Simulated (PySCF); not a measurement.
# What a mistake does to a calculation on BCH5N2

These are calculations, not measurements. They come from PySCF 2.14.0, an open-source quantum chemistry program, on an isolated molecule that a program drew, which may never have been made. The molecule is BCH5N2 (charge 0, singlet), drawn as the SMILES string `N=BCN`.

Each row is a Hartree-Fock (HF) and frozen-core CCSD(T) single point in the cc-pVDZ basis, meant for a local HF minimum. Run 1 is clean. Each other run has one planted mistake out of seven kinds, and not every kind appears here: one electron removed, one electron added, multiplicity raised by two, geometry at a saddle point, minimal basis STO-3G, one bond length entered in bohr, all coordinates scaled. The reference is restricted for singlets and unrestricted otherwise, and also for a bond in bohr. Adding or removing an electron swaps singlet and doublet. Electrons count all cores. HOMO and LUMO are orbital energies over both spins, the gradient is its largest component, and the lowest frequency (negative if imaginary) is given only where the gradient is small. Bond lengths are over the 8 bonds as drawn. T1 is the CCSD diagnostic: over 0.02 (restricted) or 0.045 (unrestricted) a single reference is doubtful.

Geometry of the clean run:
```xyz
9
BCH5N2, angstrom
N    -0.9458   -2.3637    0.0509
B    -0.3461   -1.2917    0.0143
C     0.4168    0.0705    0.0102
N     1.5539    0.0484   -0.9050
H    -1.4326   -3.2188    0.0530
H     0.6748    0.3281    1.0470
H    -0.2876    0.8357   -0.3273
H     2.0344    0.9314   -0.8755
H     2.2234   -0.6447   -0.6166
```

```
run,electrons,basis functions,<S^2>,HOMO (eV),LUMO (eV),gradient (hartree/bohr),lowest frequency (cm^-1),mean bond (Å),longest bond (Å),T1,HF (hartree),CCSD(T) (hartree),mistake
1,30,81,0.000,-10.73,4.43,2.1e-05,198,1.1797,1.561,0.0129,-174.37729,-174.98422,no fault
2,30,81,2.010,-2.71,0.44,6.5e-02,-,1.1797,1.561,0.0252,-174.15231,-174.74647,multiplicity raised by two
3,30,81,0.838,-10.75,2.93,1.3e-02,-,1.2916,1.900,0.0491,-174.25836,-174.85277,?
4,31,81,0.756,3.83,9.78,5.4e-02,-,1.1797,1.561,0.0167,-174.22478,-174.85461,?
```

**Which mistake was planted in run 3, and what did it cost?**

The mean bond changes by a factor of 1.095 and the longest by 1.217, so the molecule wasn't scaled as a whole. A length L in bohr read as angstrom grows by (1/0.5292 - 1) L = 0.890 L. The 8 bonds together grew by 8 x 0.1119 = 0.895 Å, which gives L = 1.006 Å. That is the length of one of the H-N bonds, 1.006 Å in the clean geometry. So the mistake is: one bond length entered in bohr. Subtracting run 1 and multiplying by 627.51 kcal/mol a hartree, the energy moved by 74.6 kcal/mol in HF and 82.5 kcal/mol in CCSD(T).

**Which mistake was planted in run 4, and what did it cost?**

It counts 31 electrons, one more than the clean run, at the same geometry and basis. So the mistake is: one electron added. Subtracting run 1 and multiplying by 627.51 kcal/mol a hartree, the energy moved by 95.7 kcal/mol in HF and 81.3 kcal/mol in CCSD(T).

Cautions from the logs. Run 3: T1 is over the limit, so its CCSD(T) energy is less reliable; run 4: the HOMO is above zero, so the electron isn't bound and the energy depends on the basis.
